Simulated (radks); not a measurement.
These are the eigenvalues of the occupied orbitals of an atom or ion with whole-number occupations (eV). Method: Dirac Kohn-Sham, revPBE, spin-unpolarised, spherical densities, finite nucleus; Fermi nuclear charge, rms radius of each element as measured or else 0.836 A^(1/3) + 0.57 fm; computed with a radial shooting solver on a logarithmic mesh with Libxc functionals.

1s1/2: -7011.363
2s1/2: -832.5446
2p1/2: -719.4912
2p3/2: -707.0087
3s1/2: -107.3096
3p1/2: -74.3415
3p3/2: -72.8082
3d3/2: -20.6078
3d5/2: -20.4510
5s1/2: -5.3820

Which element is it, and in what charge state? The configuration may be excited. Open shells, if any, fill j = l - 1/2 first.

Answer. Z = 26, iron, charge +1: Fe+ in [Ar] 3d6 5s1. The list shows which subshells hold electrons but not how many an open one holds; the 1s level, -257.66 hartree, gives Z - s = 22.7 by -(Z - s)^2/2, which with screening and relativity narrows Z to a few neighbours, and the depths of the outer levels then fix element, charge and occupations together.
